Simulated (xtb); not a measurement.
A run for xtb: GFN1-xTB on H3N2P (a complex), monomers drawn apart or pushed together.

```
$ xtb mol.xyz --gfn 1 --sp --chrg 0 --uhf 0
6

N      0.64685212    -0.21103397    -0.51132429
N     -0.33486306     0.26386645    -0.48760990
P     -0.05916387     0.15965515     6.16490061
H      1.03595915     0.68447876     5.43158365
H     -0.06754912    -1.05898001     5.43871018
H     -1.02275779     0.76603050     5.31868245
```

It printed:

```
[...]
           -------------------------------------------------
          |                Calculation Setup                |
           -------------------------------------------------



molecular fragmentation (1/2 indicates fragments):
112222
# atoms in fragment 1/2:     2     4
 fragment masses (1/2) :       28.01       34.00
CMA distance (Bohr)    :  12.474
constraining FC (au)   :  0.0500

           -------------------------------------------------
          |                 G F N 1 - x T B                 |
           -------------------------------------------------

        Reference                      10.1021/acs.jctc.7b00118
      * Hamiltonian:
        H0-scaling (s, p, d)           1.850000    2.250000    2.000000
        zeta-weighting                 0.000000
      * Dispersion:
        s8                             2.400000
        a1                             0.630000
        a2                             5.000000
        s9                             0.000000
      * Repulsion:
        kExp                           1.500000
        rExp                           1.000000
      * Coulomb:
        alpha                          2.000000
        third order                    atomic
        anisotropic                    false
      * Halogen bond correction:
        rad-scale                      1.300000
        damping                        0.440000


          ...................................................
          :                      SETUP                      :
          :.................................................:
          :  # basis functions                  24          :
          :  # atomic orbitals                  23          :
          :  # shells                           13          :
          :  # electrons                        18          :
          :  # halogen bonds                     0          :
          :  max. iterations                   250          :
          :  Hamiltonian                  GFN1-xTB          :
          :  restarted?                      false          :
          :  GBSA solvation                  false          :
          :  PC potential                    false          :
          :  electronic temp.          300.0000000     K    :
          :  accuracy                    1.0000000          :
          :  -> integral cutoff          0.2500000E+02      :
          :  -> integral neglect         0.1000000E-07      :
          :  -> SCF convergence          0.1000000E-05 Eh   :
          :  -> wf. convergence          0.2000000E-04 e    :
          :  Broyden damping             0.4000000          :
          :  net charge                          0          :
          :  unpaired electrons                  0          :
          ...................................................

 iter      E             dE          RMSdq      gap      omega  full diag
   1    -10.6786970 -0.106787E+02  0.328E+00    5.72       0.0  T
   2    -10.6872022 -0.850518E-02  0.198E+00    6.04       1.0  T
   3    -10.6873122 -0.110006E-03  0.809E-01    4.59       1.0  T
   4    -10.6879086 -0.596358E-03  0.397E-03    3.70      10.3  T
   5    -10.6879086 -0.161062E-07  0.208E-03    3.70      19.6  T
   6    -10.6879086 -0.223942E-08  0.117E-03    3.70      35.0  T
   7    -10.6879086 -0.795829E-09  0.635E-05    3.70     642.8  T
   8    -10.6879086 -0.558842E-11  0.295E-06    3.70   13857.8  T

   *** convergence criteria satisfied after 8 iterations ***

         #    Occupation            Energy/Eh            Energy/eV
      -------------------------------------------------------------
         1        2.0000           -0.8597892             -23.3961
       ...           ...                  ...                  ...
         3        2.0000           -0.6650766             -18.0977
         4        2.0000           -0.5769036             -15.6983
         5        2.0000           -0.5769036             -15.6983
         6        2.0000           -0.5159156             -14.0388
         7        2.0000           -0.4913886             -13.3714
         8        2.0000           -0.4913770             -13.3710
         9        2.0000           -0.4302717             -11.7083 (HOMO)
        10                         -0.2941792              -8.0050 (LUMO)
        11                         -0.2941792              -8.0050
        12                         -0.1764358              -4.8011
        13                         -0.1764209              -4.8007
        14                         -0.0749043              -2.0382
       ...                                ...                  ...
        23                          1.1115065              30.2456
      -------------------------------------------------------------
                  HL-Gap            0.1360924 Eh            3.7033 eV
             Fermi-level           -0.3622254 Eh           -9.8567 eV

 SCC (total)                   0 d,  0 h,  0 min,  0.002 sec
 SCC setup                      ...        0 min,  0.000 sec (  2.799%)
 Dispersion                     ...        0 min,  0.000 sec (  1.159%)
 classical contributions        ...        0 min,  0.000 sec (  0.747%)
 integral evaluation            ...        0 min,  0.001 sec ( 24.049%)
 iterations                     ...        0 min,  0.001 sec ( 35.191%)
 molecular gradient             ...        0 min,  0.001 sec ( 32.711%)
 printout                       ...        0 min,  0.000 sec (  3.102%)

         :::::::::::::::::::::::::::::::::::::::::::::::::::::
         ::                     SUMMARY                     ::
         :::::::::::::::::::::::::::::::::::::::::::::::::::::
         :: total energy             -10.577876835039 Eh    ::
         :: gradient norm              0.036679137753 Eh/a0 ::
         :: HOMO-LUMO gap              3.703264058107 eV    ::
         ::.................................................::
         :: SCC energy               -10.687908577410 Eh    ::
         :: -> electrostatic           0.000182378528 Eh    ::
         :: repulsion energy           0.110767209543 Eh    ::
         :: dispersion energy         -0.000735467172 Eh    ::
         :: halogen bond corr.         0.000000000000 Eh    ::
         :: add. restraining           0.000000000000 Eh    ::
         :: total charge              -0.000000000000 e     ::
         :::::::::::::::::::::::::::::::::::::::::::::::::::::

           -------------------------------------------------
          |                Property Printout                |
           -------------------------------------------------

    * Orbital Energies and Occupations

         #    Occupation            Energy/Eh            Energy/eV
      -------------------------------------------------------------
         1        2.0000           -0.8597892             -23.3961
         2        2.0000           -0.7333725             -19.9561
         3        2.0000           -0.6650766             -18.0977
         4        2.0000           -0.5769036             -15.6983
         5        2.0000           -0.5769036             -15.6983
         6        2.0000           -0.5159156             -14.0388
         7        2.0000           -0.4913886             -13.3714
         8        2.0000           -0.4913770             -13.3710
         9        2.0000           -0.4302717             -11.7083 (HOMO)
        10                         -0.2941792              -8.0050 (LUMO)
        11                         -0.2941792              -8.0050
        12                         -0.1764358              -4.8011
        13                         -0.1764209              -4.8007
        14                         -0.0749043              -2.0382
        15                         -0.0651626              -1.7732
Note: The following floating-point exceptions are signalling: IEEE_DENORMAL
normal termination of xtb
        16                         -0.0651618              -1.7731
        17                         -0.0313477              -0.8530
        18                         -0.0296762              -0.8075
        19                         -0.0296762              -0.8075
        20                          0.3296890               8.9713
       ...                                ...                  ...
        23                          1.1115065              30.2456
      -------------------------------------------------------------
                  HL-Gap            0.1360924 Eh            3.7033 eV
             Fermi-level           -0.3622254 Eh           -9.8567 eV

  Mulliken/CM5 charges         n(s)   n(p)   n(d)
     1N     0.00001  0.00001   1.649  3.351  0.000
     2N    -0.00001 -0.00002   1.649  3.351  0.000
     3P    -0.04096 -0.27943   1.771  3.215  0.055
     4H     0.01365  0.09314   0.986  0.000  0.000
     5H     0.01365  0.09313   0.986  0.000  0.000
     6H     0.01367  0.09317   0.986  0.000  0.000

Wiberg/Mayer (AO) data.
largest (>0.10) Wiberg bond orders for each atom

 ---------------------------------------------------------------------------
     #   Z sym  total        # sym  WBO       # sym  WBO       # sym  WBO
 ---------------------------------------------------------------------------
     1   7 N    3.000 --     2 N    3.000
     2   7 N    3.000 --     1 N    3.000
     3  15 P    2.997 --     5 H    0.999     4 H    0.999     6 H    0.999
     4   1 H    1.004 --     3 P    0.999
     5   1 H    1.004 --     3 P    0.999
     6   1 H    1.004 --     3 P    0.999
 ---------------------------------------------------------------------------

Topologies differ in total number of bonds
Writing topology from bond orders to xtbtopo.mol

 dipole moment from electron density (au)
     X       Y       Z
   0.0218  -0.0155  -0.4096  total (Debye):    1.043


           -------------------------------------------------
          | TOTAL ENERGY              -10.577876835039 Eh   |
          | GRADIENT NORM               0.036679137753 Eh/α |
          | HOMO-LUMO GAP               3.703264058107 eV   |
           -------------------------------------------------

------------------------------------------------------------------------
------------------------------------------------------------------------
 total:
 SCF:
```

The run finished.

Cost: very roughly 0.020 core-seconds.
